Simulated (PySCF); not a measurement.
Spinor energies of Cd⁴⁺ (cadmium, charge +4)

Start: [Kr] 4d8; 4d3/2 filled at m_j = -3/2, -1/2, +1/2, +3/2; 4d5/2 filled at m_j = -1/2, +1/2, +3/2, +5/2. Calculated with PySCF 2.14 in x2c-TZVPPall-2c (8s9p7d2f1g, 93 functions): generalised Hartree-Fock with the X2C-1e Hamiltonian and a Gaussian nucleus; one run each with spin-orbit coupling (SO) switched off, then screened by Boettger's factors.

```csv
spinor shell,electrons,"ε, spin-free (eV)","ε, screened SO (eV)",weight of nominal j (screened SO),"rms radius, screened SO (bohr)"
1s1/2,2,-26901.6,-26899.3,1.000,0.0348
2s1/2,2,-4129.6,-4128.9,1.000,0.142
2p1/2,2,-3704.0,-3837.4,1.000,0.124
2p3/2,4,-3704.0,-3642.6,1.000,0.128
3s1/2,2,-852.58,-852.35,1.000,0.381
3p1/2,2,-709.56,-734.18,1.000,0.375
3p3/2,4,-709.56,-698.07,1.000,0.386
3d3/2,4,-486.23,-490.72,0.997,0.361
3d5/2,6,-486.23,-482.96,0.998,0.365
4s1/2,2,-182.08,-182.00,1.000,0.932
4p1/2,2,-136.99,-142.88,0.958,0.994
4p3/2,4,-136.99,-134.14,0.979,1.02
4d3/2,4,-71.630,-72.221,0.707,1.23
4d5/2,4,-71.630,-71.080,0.739,1.24
```

```json
{"quantity": "E (hartree)", "spin-free": "-5586.73518", "screened SO": "-5587.87877"}
{"quantity": "M_J", "spin-free": "4", "screened SO": "4"}
{"quantity": "⟨J²⟩", "spin-free": "20.007", "screened SO": "20.007"}
{"quantity": "⟨L²⟩", "spin-free": "12.006", "screened SO": "12.099"}
{"quantity": "⟨S²⟩", "spin-free": "2.001", "screened SO": "1.995"}
```

Each row is a mean over spinors that exchange with the open shell spreads, by up to 9.418 eV (4p3/2).

Rows whose weight is well below 1 are mixtures of j = l ± 1/2: exchange outweighs spin-orbit coupling there, and the label is only the starting occupation.

Breit and QED terms are absent; they matter most for the inner s and p1/2 levels.

Densities and radii are taken from the X2C orbitals without a picture-change correction, which distorts them close to the nucleus.

Without spin-orbit coupling the j labels of p, d and f shells carry no meaning; the spin-free column gives the mean over the occupied spinors of each nl shell.
